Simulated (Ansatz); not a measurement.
Ga7Sb7, 14 atoms. Hardware: 2 threads of AMD EPYC 7R13 on a shared host and a share (18 GiB) of an NVIDIA H100 80GB HBM3.

In the def2 sets Sb takes a core potential; there is no spin–orbit coupling. Correlated methods freeze 91 core orbitals; core or outer-core shells of Ga, Sb are correlated, in sets that lack core-valence functions. Single mean-field runs in def2-SVP, def2-TZVP are fitted with def2-universal-jkfit.

(1) How many basis functions does each of these Ansatz runs have, and roughly what does it cost? PBE with 50 % exact exchange/def2-SVP, charge 0 singlet, energy, from earlier orbitals; PBE-D4/def2-SVP, charge 0 singlet, relaxation, 20 steps; B97M-V/def2-TZVP, charge 0 singlet, energy, from earlier orbitals; PBE-D4/def2-TZVP, charge 1 doublet at the geometry of the charge 0 singlet, energy, from earlier orbitals; LDA (SPW92)/def2-TZVP, charge -1 doublet at the geometry of the charge 0 singlet, energy, from earlier orbitals; PBE with 10 % exact exchange/def2-SVP, charge 0 singlet, energy, from earlier orbitals; MP2/def2-SVP, charge 0 singlet, energy, from earlier orbitals; PBE0-D4/def2-TZVP, charge 0 singlet, energy, from earlier orbitals; PBE with 35 % exact exchange/def2-SVP, charge 0 singlet, energy, from earlier orbitals; LDA (SPW92)/def2-TZVP, charge 0 singlet, energy, from earlier orbitals; HF/def2-TZVP, charge 0 singlet, energy, from earlier orbitals; PBE-D4/def2-TZVP, charge 0 triplet at the geometry of the charge 0 singlet, energy, from earlier orbitals.

Answers

(1) Other jobs shared the machine, so times can vary by a factor of up to 3.

```tsv
run	functions	fitting or Cholesky vectors	wall time	peak host memory (GiB)
PBE with 10 % exact exchange/def2-SVP, charge 0 singlet, energy, from earlier orbitals	406	3388	7.5 s	0.95
PBE with 50 % exact exchange/def2-SVP, charge 0 singlet, energy, from earlier orbitals	406	3388	8 s	0.94
PBE with 35 % exact exchange/def2-SVP, charge 0 singlet, energy, from earlier orbitals	406	3388	10 s	0.94
LDA (SPW92)/def2-TZVP, charge 0 singlet, energy, from earlier orbitals	686	3388	11 s	1.1
MP2/def2-SVP, charge 0 singlet, energy, from earlier orbitals	406	4571	12 s	1.2
LDA (SPW92)/def2-TZVP, charge -1 doublet at the geometry of the charge 0 singlet, energy, from earlier orbitals	686	3388	13 s	1.3
HF/def2-TZVP, charge 0 singlet, energy, from earlier orbitals	686	3388	14 s	1.1
PBE-D4/def2-TZVP, charge 1 doublet at the geometry of the charge 0 singlet, energy, from earlier orbitals	686	3388	15 s	1.3
PBE0-D4/def2-TZVP, charge 0 singlet, energy, from earlier orbitals	686	3388	17 s	1.1
B97M-V/def2-TZVP, charge 0 singlet, energy, from earlier orbitals	686	3388	19 s	1.3
PBE-D4/def2-TZVP, charge 0 triplet at the geometry of the charge 0 singlet, energy, from earlier orbitals	686	3388	25 s	1.3
PBE-D4/def2-SVP, charge 0 singlet, relaxation, 20 steps	406	3388	98 s	0.99
```
